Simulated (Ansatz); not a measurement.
The same path of CH5BrOSi (9 atoms, charge 0, multiplicity 1) was run twice with different band settings. The coordinate that changes most is the dihedral Br4–C2–Si3–H7.

The calculation used RKS PBE0/def2-mTZVP in Ansatz.

Relaxed end points:

```xyz
9
Properties=species:S:1:pos:R:3
O 0.482 1.498 -0.511
C -0.416 0.499 -0.214
Si 0.482 -0.966 0.607
Br -1.301 -0.227 -1.873
H 0.009 2.272 -0.846
H -1.276 0.854 0.357
H 1.513 -1.481 -0.324
H -0.522 -2.010 0.925
H 1.118 -0.484 1.862
```

```xyz
9
Properties=species:S:1:pos:R:3
O -0.057 1.641 0.160
C -0.408 0.417 -0.359
Si 0.454 -0.978 0.610
Br 0.173 0.226 -2.279
H -0.564 2.338 -0.278
H -1.488 0.281 -0.441
H 0.036 -2.277 0.029
H 0.022 -0.901 2.032
H 1.921 -0.793 0.510
```

Common settings: spring 5.0 eV/Å²; optimiser quadratic models (default); start path through a guess of the saddle point; force threshold 0.03 eV/Å; end points relaxed.

| run | movable images | climbing image | iteration limit |
| --- | --- | --- | --- |
| 1 | 7 | yes | 46 |
| 2 | 6 | no | 60 |

What does each run give, and how far can it be trusted?

Run 1: converged after 7 iterations, highest image 0.102 eV above the first end. A vibrational analysis at the climbing image gives one clearly imaginary mode, 145i cm⁻¹: a first-order saddle point.
Run 2: converged after 6 iterations, highest image 0.098 eV above the first end. No image climbed, so the highest image needn't sit at the top of the path.
